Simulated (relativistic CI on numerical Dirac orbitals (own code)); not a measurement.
**Spin-allowed bands of a d2 ion in a tetrahedral site, by hand**

Problem. Take Δ = 4500 cm⁻¹ and B = 820 cm⁻¹ for a d2 ion in a tetrahedral site. Calculate the three spin-allowed bands.

Working.
1. The terms of highest spin are 3F (energy 0) and 3P (15B = 12300 cm⁻¹). Here the F term splits into A2 at −1.2Δ = -5400, T2 at −0.2Δ = -900 and T1 at +0.6Δ = 2700 cm⁻¹.
2. The two T1 states mix through the element 0.4Δ: H = [[2700, 1800], [1800, 12300]], with roots ½(H₁₁ + H₂₂) ∓ ½√[(H₂₂ − H₁₁)² + 4H₁₂²] = ½(15000) ∓ ½(10253) = 2374 and 12626 cm⁻¹.
3. The ground term is 3A2 at -5400 cm⁻¹.
4. Bands: 3T2 4500 cm⁻¹ (2222 nm), 3T1(F) 7774 cm⁻¹ (1286 nm), 3T1(P) 18026 cm⁻¹ (555 nm).

Check. Exact diagonalisation of the whole d2 shell with these parameters gives 3T2 4500, 3T1 7774, 3T1 18026 cm⁻¹. The match is exact, since without spin-orbit coupling no other term has this spin. The ratio of the second band to the first, 1.727, depends on Δ/B = 5.5 alone, which is how a Tanabe-Sugano diagram is read.
